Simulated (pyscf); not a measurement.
Single points on ωB97X-D3(BJ)/def2-SVP structures (PySCF, gas phase). Correlated levels are frozen-core, on RHF or UHF. ΔMP2 is the change of the MP2 total energy from the triple- to the quadruple-zeta basis.

Q: :HSi–PH₂ [singlet] -> H₂Si=PH
Surface: singlet. Broken: H–P. Formed: H–Si. Give ΔE‡ and ΔE from CCSD(T)/def2-TZVPP + ΔMP2(QZVPP), relative to the reactant's lowest minimum found.

A: ΔE‡ = 22.6 kcal/mol, ΔE = -14.0 kcal/mol. Zero-point energy shifts the barrier by -1.0 kcal/mol. It is a hydrogen shift, with an imaginary mode of 1032i cm⁻¹. This is the saddle that the search found; another between the same sides may lie lower. A restricted solution here is unstable towards spin polarisation, so biradical character is likely and single-reference numbers are less safe. The CCSD(T) − MP2 part came from Ansatz, without density fitting, on the same reference. The largest closed-shell T1 diagnostic is 0.038, which may signal static correlation.
